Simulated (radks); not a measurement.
Isoelectronic series with 58 electrons, all held in the configuration [Xe] 4f1 5d1 6s2, which need not be the ground one along the series. Calculated with a radial shooting solver on a logarithmic mesh with Libxc functionals: scalar-relativistic Kohn-Sham, PBE, spin-polarised, spherical densities, point nucleus; open shells are filled with parallel spins first (spin-orbit coupling, left out, can overturn this in heavy ions). Total energies (hartree) and mean radii <r> (bohr):

ion	E (hartree)	5d up	6s down	6s up
Ce	-8860.4696	2.908	4.418	4.297
Pr+	-9236.8136	2.380	3.698	3.635
Nd2+	-9622.2893	2.091	3.250	3.210
Pm3+	-10016.9278	1.892	2.933	2.904
Sm4+	-10420.7735	1.741	2.689	2.668
Eu5+	-10833.8779	1.620	2.494	2.477
Gd6+	-11256.2984	1.520	2.331	2.318
Tb7+	-11688.0965	1.434	2.194	2.182
Dy8+	-12129.3380	1.360	2.074	2.065
Ho9+	-12580.0923	1.295	1.970	1.961
Er10+	-13040.4322	1.237	1.877	1.870
Tm11+	-13510.4341	1.184	1.794	1.787
Yb12+	-13990.1779	1.137	1.718	1.713
Lu13+	-14479.7469	1.094	1.650	1.645
Hf14+	-14979.2280	1.054	1.587	1.583
Ta15+	-15488.7115	1.018	1.530	1.526
W16+	-16008.2918	0.9842	1.477	1.473
Re17+	-16538.0667	0.9529	1.427	1.424
Os18+	-17078.1383	0.9238	1.381	1.378
Ir19+	-17628.6128	0.8965	1.338	1.335
Pt20+	-18189.6007	0.8709	1.298	1.295
Au21+	-18761.2171	0.8469	1.260	1.258
Hg22+	-19343.5816	0.8243	1.225	1.222
Tl23+	-19936.8191	0.8029	1.191	1.189

5d up drops below 6s up between Ce and Pr+.
